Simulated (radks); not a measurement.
Species: Li. Configuration: [He] 2s1. All-electron calculation, Dirac Kohn-Sham, LDA (Slater exchange, Perdew-Wang correlation), spin-unpolarised, spherical densities, point nucleus. Program: a radial shooting solver on a logarithmic mesh with Libxc functionals.

Normalised radial functions P(r) = r R(r) (large component), r in bohr:

r	1s1/2
0.03165	0.2638
0.03928	0.3200
0.04837	0.3834
0.06003	0.4596
0.07391	0.5430
0.09172	0.6394
0.1138	0.7436
0.1402	0.8477
0.174	0.9539
0.2159	1.0497
0.2658	1.1221
0.3299	1.1650
0.4094	1.1633
0.5041	1.1117
0.6256	1.0042
0.7703	0.8547
0.956	0.6679
1.187	0.4734
1.461	0.3041
1.813	0.1673
2.25	0.0777
2.771	0.0305
3.438	0.0090
4.268	0.0019
5.254	0.0003
6.521	0.0000
8.029	0.0000
9.965	0.0000
12.37	0.0000

1s1/2: eigenvalue -51.113 eV, 0 radial nodes, <r> = 0.589 bohr, 90 % of the charge inside 1.07 bohr.
